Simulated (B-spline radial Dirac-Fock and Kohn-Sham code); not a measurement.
## Ru⁷⁺ 4d3/2: cross section and angular parameters

System: ruthenium as Ru⁷⁺, configuration [Kr] 4d1; threshold 110.7 eV (orbital energy of the model). Calculated with a B-spline atomic structure program, using Dirac-Hartree-Slater photoionisation with a Latter tail; cross sections with all multipoles, angular parameters from the dipole term and its interference with E2.

Input file task.json (cfg lists n, l and occupation; rrms is the nuclear radius in fm):

```json
{"items": [{
  "Z": 44,
  "q": 7,
  "cfg": [[1, 0, 2], [2, 0, 2], [2, 1, 6], [3, 0, 2], [3, 1, 6], [3, 2, 10], [4, 0, 2], [4, 1, 6], [4, 2, 1]],
  "A": 102,
  "rrms": 4.4809,
  "do": "xps",
  "hv": [51.7, 64.2, 93.1, 112.0, 149.0, 166.0, 168.0, 191.0, 200, 212.0, 222.0, 289.0, 311.0, 400, 800, 1080.0, 1486.9, 1630.0, 1660.0, 2000, 2984.4, 3030.0, 3620.0, 5414.7, 6730.0, 7020.0, 7320.0, 7630.0, 8530.0, 9251.7]
}]}
```

Launch: `python xray2_run.py task.json out`

| hν (eV) | σ (kb) | β | γ | δ |
| --- | --- | --- | --- | --- |
| 149 | 42.5 | -0.218 | 0.065 | 0.005 |
| 166 | 44.9 | 0.072 | 0.057 | -0.004 |
| 168 | 45.0 | 0.101 | 0.056 | -0.004 |
| 191 | ? | ? | ? | ? |
| 200 | 43.6 | 0.449 | 0.026 | -0.007 |
| 212 | 42.5 | 0.541 | 0.014 | -0.006 |
| 222 | 41.7 | 0.610 | 0.005 | -0.005 |
| 289 | 32.2 | 0.919 | -0.021 | 0.000 |
| 311 | 29.1 | 0.981 | -0.022 | 0.002 |
| 400 | 19.2 | 1.142 | -0.017 | 0.009 |
| 800 | 4.63 | 1.323 | 0.117 | 0.029 |
| 1080 | 2.18 | 1.314 | 0.231 | 0.040 |
| 1486.9 | 0.918 | 1.268 | 0.383 | 0.054 |
| 1630 | 0.706 | 1.249 | 0.433 | 0.059 |
| 1660 | 0.669 | 1.245 | 0.443 | 0.060 |
| 2000 | 0.385 | 1.197 | 0.550 | 0.073 |
| 2984.4 | 0.108 | 1.067 | 0.791 | 0.110 |
| 3030 | 0.103 | 1.061 | 0.800 | 0.112 |
| 3620 | 0.0568 | 0.995 | 0.907 | 0.135 |
| 5414.7 | 0.0139 | 0.840 | 1.140 | 0.204 |
| 6730 | 0.00625 | 0.755 | 1.259 | 0.253 |
| 7020 | 0.00534 | 0.739 | 1.281 | 0.263 |
| 7320 | 0.00456 | 0.723 | 1.302 | 0.274 |
| 7630 | 0.00390 | 0.707 | 1.323 | 0.285 |
| 8530 | 0.00255 | 0.665 | 1.376 | 0.317 |
| 9251.7 | 0.00187 | 0.635 | 1.411 | 0.342 |

Question: Give the values at 191 eV.

Answer: σ = 44.4 kb, β = 0.370, γ = 0.035, δ = -0.007.
